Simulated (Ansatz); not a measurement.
`CB(C=S)CCl` + HBr → `ClCBr` + `CBC=S`  (substitution at a C–B bond)

Calculated with Ansatz (gas phase, PBE0-D4/def2-TZVP geometries, no zero-point term in ΔE). CCSD(T)/CBS is the MP2 limit (def2-TZVPP, def2-QZVPP) plus CCSD(T) − MP2 in def2-TZVPP, frozen cores. DFT in def2-TZVPP. HSE06 is defined as in plane-wave codes. For Br outer-core shells are correlated without core-valence functions, which leaves a few kJ/mol of doubt a bond. Scalar relativity is left out up to krypton. Each species was taken in one conformer, which may not be the lowest.

| level | ΔE (kJ/mol) |
| --- | --- |
| B97M-V | 78.1 |
| HSE06-D4 | 72.7 |
| B2PLYP | 71.0 |
| PBE0 | 68.2 |

**Question.** What does CCSD(T)/CBS give? (An estimate is asked.)

**Answer.** The calculation gave: +76.4 kJ/mol. The listed levels differ from it by 1.7, -3.7, -5.4, -8.2 kJ/mol.

**Question.** What do rigid-rotor, harmonic-oscillator terms from PBE0-D4/def2-TZVP frequencies (298.15 K, 1 bar) make of the CCSD(T)/CBS value? (An estimate is asked.)

**Answer.** Computed: ΔZPE = +6.0 kJ/mol, ΔH = +78.9 kJ/mol, ΔS = 12 J/(mol·K), ΔG = +75.4 kJ/mol.

Largest T1 diagnostic among the species: 0.019.

From BLYP to BHLYP (50 % exact exchange), in def2-TZVPP and without D4, ΔE moves by +15.1 kJ/mol. Leaving LDA and LC-ωPBE aside and taking each functional with its dispersion term where it has one, the values, not all of them listed here, spread over 14.8 kJ/mol, from PBE-D4 to BHLYP-D4. LDA lies +8.8 kJ/mol from PBE without D4. The D4 term adds +7.9 kJ/mol with B3LYP and +5.1 kJ/mol with PBE0; it sums over pairs of atoms, weighted by their polarisabilities, and B3LYP, whose exchange is more repulsive, gets the larger term.

B3LYP here is the variant with VWN-RPA as its local correlation; programs differ in this.
